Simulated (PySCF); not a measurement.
**Germanium: a sound run and one with changed settings**

Sound run: Ge [Ar] 3d10 4s2 4p2, Ge⁺ [Ar] 3d10 4s2 4p1. Computed with PySCF 2.14 in cc-pVTZ-PP with ECP10MDF, with a scalar-relativistic core potential. The sound run starts from symmetry-adapted Hartree-Fock orbitals and uses a fine grid where one is needed.

A second run was set up differently.

```json
{"species": "Ge", "method": "UHF", "sound run (hartree)": "-293.35281", "changed run (hartree)": "-293.35281", "converged": "yes"}
{"species": "Ge", "method": "LDA", "sound run (hartree)": "-294.05748", "changed run (hartree)": "-296.17034", "converged": "yes"}
{"species": "Ge", "method": "PBE", "sound run (hartree)": "-294.52720", "changed run (hartree)": "-296.72104", "converged": "yes"}
{"species": "Ge⁺", "method": "UHF", "sound run (hartree)": "-293.08057", "changed run (hartree)": "-293.08057", "converged": "yes"}
{"species": "Ge⁺", "method": "LDA", "sound run (hartree)": "-293.76471", "changed run (hartree)": "-295.44334", "converged": "yes"}
{"species": "Ge⁺", "method": "PBE", "sound run (hartree)": "-294.23893", "changed run (hartree)": "-295.99167", "converged": "yes"}
```

Ionisation energy of Ge:

| method | sound run (eV) | changed run (eV) |
| --- | --- | --- |
| UHF | 7.408 | 7.408 |

**Question.** What was changed?
A. a valence shell is frozen
B. all electrons correlated in a valence basis
C. angular grid far too coarse
D. level shift left on

**Answer.** C. It used 6 angular points. A coarse angular grid integrates products of high-l functions wrongly, so density functionals can shift, and the SCF can exploit the error; Hartree-Fock and MP2 need no grid.
